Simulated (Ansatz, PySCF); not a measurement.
Molecule: CaCl2 (charge 0, singlet). 
Structure (B3LYP-D3(BJ)/def2-TZVP (Ansatz, a first-principles code) minimum search):
```
Ca
Cl 1 2.4696
Cl 1 2.4696 2 180.00
```
Charge 0, spin multiplicity 1.

Quantity: atomisation energy (electronic, to ground-state atoms), in kcal/mol. Correlated levels leave the core frozen unless marked. Open shells are spin-unrestricted. Spin-orbit coupling is left out. Frozen are the shells of the preceding noble gas and the d and f shells that filled before the atom's block. The outer core of K, Ca and their heavier congeners is not correlated, a term that matters for these elements. Non-relativistic. 

| level | program | atomisation energy (kcal/mol) | rough core time |
|---|---|---|---|
| HF/def2-TZVPD | PySCF | 172.9 | - |
| HF-D4/def2-TZVPD | PySCF + dftd4 | 177.1 | - |
| TPSS-D3(BJ)/def2-TZVPD | PySCF + dftd3 | 221.4 | - |
| PBE0-D4/def2-TZVP | Ansatz + dftd4 | 214.9 | under 20 s |
| BHLYP/def2-TZVPD | Ansatz | 203.7 | under 20 s |
| TPSSh-D3(BJ)/def2-TZVPD | PySCF + dftd3 | 219.9 | - |
| TPSSh-D4/def2-TZVPD | PySCF + dftd4 | 219.8 | - |
| MN15/def2-TZVPD | PySCF | 213.2 | - |
| CAM-B3LYP-D4/def2-TZVPD | Ansatz + dftd4 | 211.8 | under 20 s |
| LC-wPBE/def2-TZVPD | Ansatz | 219.0 | under 20 s |
| wB97M-V/def2-TZVPD | Ansatz | 214.2 | under 20 s |
| B2PLYP-D4/def2-TZVPD | Ansatz + dftd4 | 209.9 | under 20 s |
| PBE-QIDH/def2-TZVPD | Ansatz | 215.6 | under 20 s |
| MP2/6-31G* | Ansatz | 199.3 | - |
| RI-MP2/def2-TZVPPD | Ansatz | 216.3 | under 20 s |
| SCS-MP2/STO-3G | Ansatz | 122.8 | - |
| CCSD/def2-TZVPP | Ansatz | 199.2 | - |
| CCSD/def2-TZVPPD | Ansatz | 200.8 | - |
| CCSD/def2-QZVPP | Ansatz | 208.9 | - |
| CCSD(T)/def2-QZVPPD | Ansatz | 213.2 | 30 s |

Core times are rough, on shared machines, summed over the molecules involved; a dash marks a level read off another run, or run on other hardware, by another program or under a memory cap.
